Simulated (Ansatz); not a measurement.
```yaml
crystal:
  periodic: [false, false, false]
  atoms:
    - {symbol: C, position_ang: [2.087694, -0.834080, 2.158327]}
    - {symbol: Sn, position_ang: [2.278439, -0.106787, 0.118663]}
    - {symbol: C, position_ang: [2.729025, -1.835245, -1.118153]}
    - {symbol: C, position_ang: [3.982946, 1.238974, 0.035975]}
    - {symbol: Sn, position_ang: [-0.123676, 1.084034, -0.669084]}
    - {symbol: C, position_ang: [-0.289181, 3.105810, 0.129557]}
    - {symbol: C, position_ang: [-0.211430, 1.283681, -2.838235]}
    - {symbol: Sn, position_ang: [-2.206234, -0.524815, 0.270963]}
    - {symbol: C, position_ang: [-1.695262, -2.616157, -0.030279]}
    - {symbol: C, position_ang: [-4.107753, -0.144162, -0.710160]}
    - {symbol: C, position_ang: [-2.489539, -0.255920, 2.408195]}
    - {symbol: H, position_ang: [3.006958, -1.361128, 2.457786]}
    - {symbol: H, position_ang: [1.242406, -1.535275, 2.231217]}
    - {symbol: H, position_ang: [1.912336, -0.001523, 2.856335]}
    - {symbol: H, position_ang: [1.916228, -2.573686, -1.050967]}
    - {symbol: H, position_ang: [2.851389, -1.540544, -2.170987]}
    - {symbol: H, position_ang: [3.662625, -2.304447, -0.770331]}
    - {symbol: H, position_ang: [4.140813, 1.595152, -0.992973]}
    - {symbol: H, position_ang: [3.817558, 2.109281, 0.688315]}
    - {symbol: H, position_ang: [4.889252, 0.710981, 0.370976]}
    - {symbol: H, position_ang: [-0.270096, 3.089644, 1.228971]}
    - {symbol: H, position_ang: [0.549266, 3.719655, -0.232595]}
    - {symbol: H, position_ang: [-1.233955, 3.561540, -0.203281]}
    - {symbol: H, position_ang: [-0.111732, 0.300632, -3.320953]}
    - {symbol: H, position_ang: [0.604906, 1.934970, -3.185343]}
    - {symbol: H, position_ang: [-1.173006, 1.729965, -3.133448]}
    - {symbol: H, position_ang: [-0.742732, -2.847729, 0.470271]}
    - {symbol: H, position_ang: [-2.480361, -3.260440, 0.395182]}
    - {symbol: H, position_ang: [-1.591315, -2.843654, -1.101976]}
    - {symbol: H, position_ang: [-4.425468, 0.895432, -0.540448]}
    - {symbol: H, position_ang: [-4.876486, -0.820152, -0.304590]}
    - {symbol: H, position_ang: [-4.021929, -0.313659, -1.793787]}
    - {symbol: H, position_ang: [-1.565248, -0.507708, 2.949234]}
    - {symbol: H, position_ang: [-3.296396, -0.917966, 2.759516]}
    - {symbol: H, position_ang: [-2.760073, 0.785340, 2.638117]}
basis:
  gaussian: {orbitals: def2-TZVP, initial_orbitals: start.molden}
hamiltonian: {xc: pbe0, dispersion: d4}
scf: {omitted_lower_state_checks: [starts]}
output: {orbitals: {seedname: orbitals}}
```

The file start.molden holds the orbitals of an earlier run on this structure, at another level or in another basis.

```sh
$ ansatz run in.yaml --threads 4 --pin off --events-out ev --progress --plain --max-ram 6963MiB
```

Does this run fit into the memory that it is given?

No. It has 542 basis functions, and Ansatz plans for 6.83 GiB where 6.79 GiB are given.
